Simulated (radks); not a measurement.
The numbers below are computed, except where a source is named.
Numerical settings for the cadmium ion Cd+, [Kr] 4d10 5s1. Level of theory: scalar-relativistic Kohn-Sham, SCAN, spin-polarised, spherical densities, finite nucleus; open shells are filled with parallel spins first (spin-orbit coupling, left out, can overturn this in heavy ions); meta-GGA in the generalised Kohn-Sham scheme; Fermi nuclear charge, rms radius 4.6087 fm (a radial shooting solver on a logarithmic mesh with Libxc functionals). The defaults (mesh step 0.008 in ln r, mesh end at 40 bohr or more with all orbitals vanishing there, Anderson mixing 0.5 over 9 steps, residual threshold near 1e-9 with the energy settled to 1e-9 hartree or 1e-11 of itself, here a cap of 85 iterations) give E = -5595.366 hartree and 5s at -13.897 eV in 15 iterations. Run on one thread of a shared host, so times are rough (Arm Neoverse N1): 0.3 s of CPU time, 0.3 s wall, 15 iterations on 2314 mesh points. Changes against that run (0 stands for a change within the tolerance of the run):

| setting | iterations | converged | E (mhartree) | e(5s) (meV) | CPU (s) |
|---|---|---|---|---|---|
| mesh step in ln r 0.08 | 15 | no | diverged | - | 0.07 |
| mesh step in ln r 0.005 | 16 | yes | +0.537 | 0 | 0.48 |
| mesh step in ln r 0.05 | 15 | yes | -7.34 | +1.86 | 0.07 |
| mesh end (bohr) 1 | 13 | level above zero | +1.93e+05 | +1.1e+06 | 0.21 |
| mesh end (bohr) 8 | 15 | yes | -0.518 | +12.4 | 0.28 |
| residual threshold 0.1 | 12 | yes | 0 | +0.11 | 0.26 |
| residual threshold 1e-13 | 40 | yes | 0 | +0.00576 | 0.56 |
| mixing 0.2 | 19 | yes | 0 | +0.0191 | 0.36 |
| linear mixing, mixing 0.8 | 38 | no | diverged | - | 0.9 |
| linear mixing, mixing 0.5 | 24 | yes | 0 | +0.0125 | 0.42 |
| mixing history 20 | 15 | yes | 0 | 0 | 0.3 |
| iteration cap 3 | 3 | no | +93.4 | -1.51e+03 | 0.08 |

Settled on a wrong energy, with an occupied level pushed above zero by the early mesh end: mesh end (bohr) 1 (+193 hartree). Apart from these: settings that end as converged yet miss the energy by more than 1 mhartree: mesh step in ln r 0.05 (-0.00734 hartree). A mesh that ends early acts as a hard wall.
